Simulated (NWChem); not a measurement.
System: triethylamine (C6H15N); SMILES N(CC)(CC)CC

Input file for NWChem:

```
start job
memory heap 200 mb stack 900 mb global 1100 mb
geometry units angstroms
  C     -1.654569     1.959873    -0.076782
  C     -0.587932     1.146424    -0.801592
  N      0.230319     0.350473     0.099532
  C     -0.511167    -0.607750     0.900496
  C     -1.212726    -1.743934     0.144695
  C      1.379865    -0.205667    -0.596803
  C      2.403838    -0.828695     0.345578
  H     -1.215097     2.464154     0.779688
  H     -2.059296     2.708470    -0.753839
  H     -2.475952     1.335252     0.264168
  H     -1.062776     0.533052    -1.588204
  H      0.090580     1.843651    -1.303259
  H      0.186434    -1.037643     1.621594
  H     -1.254165    -0.047795     1.471670
  H     -0.496007    -2.348744    -0.404896
  H     -1.946762    -1.351917    -0.555877
  H     -1.727621    -2.385784     0.855234
  H      1.087433    -0.944376    -1.364431
  H      1.859811     0.627997    -1.119135
  H      2.063547    -1.783878     0.736595
  H      3.333690    -0.997099    -0.192589
  H      2.597706    -0.155658     1.176488
end
basis spherical
  * library def2-svp
end
dft
  xc pbe0
  iterations 150
  semidirect filesize 400000000
end
driver
  maxiter 120
end
task dft optimize
```

No frequency run checked for a minimum.

The level has its own optimisation. Brackets give each atom's bonded neighbours.

Problem. Predict the main results of this run. (PBE0/def2-SVP.) Quantities: r C–H [C(CHHH)–H(C)] (Å); r C–N (Å); dipole (D).

Solution. 
```yaml
r C–H [C(CHHH)–H(C)] (Å): 1.101
r C–N (Å): 1.450
dipole (D): 0.44
```
